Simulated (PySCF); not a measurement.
CH6ClFSi2, SMILES F[SiH2]C[SiH2]Cl.

Geometry: PBE0-D3(BJ)/def2-SVP. The structure was generated by enumeration, and PubChem lists no compound with its InChIKey, so it may never have been made. The values are those of a single conformer.

Computed with TDA-PBE/def2-SVPD (PySCF).

Vertical excitations. The molecule is in vacuum.

Computed excitation energies, oscillator strengths and character:
| state | energy (eV) | λ (nm) | f | main pairs |
|---|---|---|---|---|
| S1 | 6.61 | 188 | 0.000 | HOMO→LUMO 99 % |
| S2 | 6.72 | 184 | 0.007 | HOMO−1→LUMO 97 % |
| S3 | 6.98 | 178 | 0.001 | HOMO→LUMO+1 66 %, HOMO−1→LUMO+1 27 % |
| S4 | 7.04 | 176 | 0.003 | HOMO−1→LUMO+1 68 %, HOMO→LUMO+1 25 % |
| S5 | 7.12 | 174 | 0.002 | HOMO−2→LUMO 93 % |
| S6 | 7.17 | 173 | 0.006 | HOMO→LUMO+2 81 % |
| S7 | 7.24 | 171 | 0.010 | HOMO−1→LUMO+2 83 % |
| S8 | 7.32 | 169 | 0.048 | HOMO−3→LUMO 86 % |
| S9 | 7.51 | 165 | 0.004 | HOMO−2→LUMO+1 98 % |
| S10 | 7.61 | 163 | 0.007 | HOMO−3→LUMO+1 98 % |
| T1 | 6.36 | 195 | 0 | HOMO→LUMO 97 % |
| T2 | 6.44 | 193 | 0 | HOMO−1→LUMO 95 % |
| T3 | 6.71 | 185 | 0 | HOMO→LUMO+1 95 % |
| T4 | 6.85 | 181 | 0 | HOMO−1→LUMO+1 81 % |
Triplets are in the Tamm–Dancoff approximation.
